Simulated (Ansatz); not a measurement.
Consider the redistribution: `CC(=O)[O][GeH3]` + `O[SiH]([SiH3])S` → `O[SiH](S)[GeH3]` + `CC(=O)O[SiH3]`.

Program: Ansatz. Geometries: PBE0-D4/def2-TZVP. ΔE: electronic, gas phase. CCSD(T)/CBS adds triple-zeta CCSD(T) − MP2 to the extrapolated MP2 energy (def2 sets, frozen cores). For Ge outer-core shells are correlated without core-valence functions, which leaves a few kJ/mol of doubt a bond. Scalar relativity is left out up to krypton. One conformer a species, not always the lowest.

```tsv
species	CCSD(T)/CBS(def2) energy (Eh)
`CC(=O)[O][GeH3]`	-2306.19992
`O[SiH]([SiH3])S`	-1054.78504
`O[SiH](S)[GeH3]`	-2841.82234
`CC(=O)O[SiH3]`	-519.18600
```

(1) Work out ΔE.

Largest T1 diagnostic among the species: 0.014.

Answers

(1) ΔE = (-2841.82234) + (-519.18600) − (-2306.19992) − (-1054.78504) = -0.02338 Eh = -14.7 kcal/mol.

From PBE to PBE0 (25 % exact exchange), in def2-TZVPP and without D4, ΔE moves by −0.8 kcal/mol.
